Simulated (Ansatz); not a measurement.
Molecule: dichloro(dimethyl)silane, C2H6Cl2Si, charge 0, multiplicity 1. 
Geometry from a B3LYP-D3(BJ)/def2-TZVP (Ansatz, a quantum-chemistry and plane-wave program) optimisation:
SMILES: C[Si](C)(Cl)Cl
```xyz
11

Si    -0.0199    -0.3173    -0.1053
Cl     0.0323     1.3658    -1.3087
Cl     0.0730     0.3104     1.8648
C     -1.6351    -1.1886    -0.3743
C      1.4755    -1.3526    -0.4688
H     -2.4718    -0.5287    -0.1441
H     -1.7231    -1.5087    -1.4144
H     -1.7015    -2.0684     0.2687
H      1.4664    -1.6768    -1.5113
H      1.4880    -2.2366     0.1719
H      2.3893    -0.7850    -0.2917
```

Basis-set convergence of Hartree-Fock and MP2 correlation energies (hartree) with Ansatz. Correlated levels leave the core frozen unless marked. No spin-orbit coupling. Non-relativistic.

```
basis        functions        E(HF)  E(corr, MP2)
-----------  ---------  -----------  ------------
cc-pV(D+d)Z        127  -1287.32152      -0.65985
cc-pV(T+d)Z        261            …             …
```

Q: Complete the blanks.

A: 
- cc-pV(T+d)Z, E(HF): -1287.39422
- cc-pV(T+d)Z, E(corr, MP2): -0.85299
